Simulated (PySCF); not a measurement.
PySCF 2.14 output of an unrestricted LDA calculation on a single atom or ion in aug-cc-pVQZ-DK3, with the spin-free X2C one-electron Hamiltonian (Gaussian nucleus):

```
SCF conv_tol = 1e-09
number electrons alpha = 26  beta = 24
    P. A. M. Dirac.,  Math. Proc. Cambridge Philos. Soc. 26, 376 (1930)
    F. Bloch.,  Z. Phys. 57, 545 (1929)
    S. H. Vosko, L. Wilk, and M. Nusair.,  Can. J. Phys. 58, 1200 (1980)
cycle= 1 E= -7106.5559120184  delta_E= -0.0144  |g|= 0.0459  |ddm|= 2.04
cycle= 2 E= -7106.55603811095  delta_E= -0.000126  |g|= 0.02  |ddm|= 0.185
cycle= 3 E= -7106.55608352289  delta_E= -4.54e-05  |g|= 0.00422  |ddm|= 0.0983
cycle= 4 E= -7106.55608630333  delta_E= -2.78e-06  |g|= 4.97e-05  |ddm|= 0.0244
cycle= 5 E= -7106.55608630402  delta_E= -6.89e-10  |g|= 1.97e-06  |ddm|= 0.000474
converged SCF energy = -7106.55608630402  <S^2> = 2.0006474  2S+1 = 3.0004316
```

The run itself started from symmetry-adapted Hartree-Fock orbitals and held the occupation by maximum overlap, on a logarithmic radial grid, so the iterations belong to that start.

**Question.** Which element, charge and spin multiplicity is this?

**Answer.** I³⁺ (iodine, charge +3), multiplicity 3; the state was [Kr] 4d10 5s2 5p2, high-spin 3P determinant.
